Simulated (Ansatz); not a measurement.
`CO[SiH2][NH][GeH3]` + `[CH3][Al]([OH])[F]` → `[CH3][Al]([F])[O][GeH3]` + `CO[SiH2]N`  (ligand exchange at a Ge–N bond)

Computed with Ansatz on PBE0-D4/def2-TZVP structures; ΔE is electronic, products minus reactants. CCSD(T)/CBS is the MP2 limit (def2-TZVPP, def2-QZVPP) plus CCSD(T) − MP2 in def2-TZVPP, frozen cores. This one scheme is used for every species. DFT in def2-TZVPP. For Ge outer-core shells are correlated without core-valence functions, which leaves a few kJ/mol of doubt a bond. Scalar relativity is left out up to krypton. One conformer a species, not always the lowest.

`CO[SiH2][NH][GeH3]`:

Cartesian coordinates in Å:
```
C -0.376 2.211 1.309
O 0.173 0.973 0.929
Si 0.416 0.561 -0.647
N 0.850 -1.079 -0.785
Ge -0.261 -2.517 -0.482
H -0.583 2.183 2.380
H -1.315 2.418 0.781
H 0.319 3.036 1.114
H 1.509 1.391 -1.223
H -0.861 0.806 -1.373
H 1.836 -1.291 -0.771
H -0.031 -3.117 0.917
H -1.693 -1.979 -0.604
H 0.016 -3.594 -1.545
```

`[CH3][Al]([OH])[F]`:

Cartesian coordinates in Å:
```
C -0.208 -0.533 -1.138
Al 0.370 0.128 0.580
O -0.615 1.166 1.478
F 1.836 -0.301 1.213
H -0.361 0.293 -1.838
H -1.165 -1.054 -1.051
H 0.518 -1.220 -1.576
H -0.374 1.521 2.332
```

`[CH3][Al]([F])[O][GeH3]`:

Cartesian coordinates in Å:
```
C 2.235 0.260 -0.983
Al 0.450 0.683 -0.380
F -0.130 2.218 -0.587
O -0.553 -0.442 0.354
Ge -2.131 -0.749 1.082
H 2.495 -0.781 -0.779
H 2.332 0.433 -2.059
H 2.973 0.901 -0.493
H -2.246 0.077 2.375
H -2.195 -2.253 1.387
H -3.230 -0.347 0.082
```

`CO[SiH2]N`:

Cartesian coordinates in Å:
```
C 1.345 0.371 1.024
O -0.029 0.664 0.958
Si -0.919 0.449 -0.408
N -1.041 -1.148 -0.993
H 1.533 -0.702 0.901
H 1.911 0.912 0.256
H 1.717 0.676 2.003
H -0.298 1.221 -1.519
H -2.257 0.945 -0.019
H -0.413 -1.515 -1.687
H -1.547 -1.874 -0.514
```

| level | ΔE (kcal/mol) |
| --- | --- |
| r2SCAN-D4 | -7.1 |
| PBE0-D4 | -6.2 |
| B2PLYP | -7.8 |
| PBE0 | -6.7 |
| HF/def2-TZVPP | -9.7 |
| CCSD(T)/def2-TZVPP | -6.6 |
| HF/def2-QZVPP | -10.0 |
| MP2/CBS(def2) | -6.0 |

Q: What does CCSD(T)/CBS give? (Estimate.)

A: The calculation gave: -6.2 kcal/mol. The listed levels differ from it by -0.9, 0.0, -1.6, -0.5, -3.5, -0.4, -3.8, 0.2 kcal/mol.

Largest T1 diagnostic among the species: 0.012.

In def2-TZVPP, CCSD(T) changes the Hartree–Fock value by +3.1 kcal/mol (the triples alone add +0.3 kcal/mol) and MP2 by +3.3 kcal/mol. The D4 term adds +0.9 kcal/mol with B3LYP and +0.5 kcal/mol with PBE0; it sums over pairs of atoms, weighted by their polarisabilities, and B3LYP, whose exchange is more repulsive, gets the larger term.

B3LYP here is the variant with VWN-RPA as its local correlation; programs differ in this.
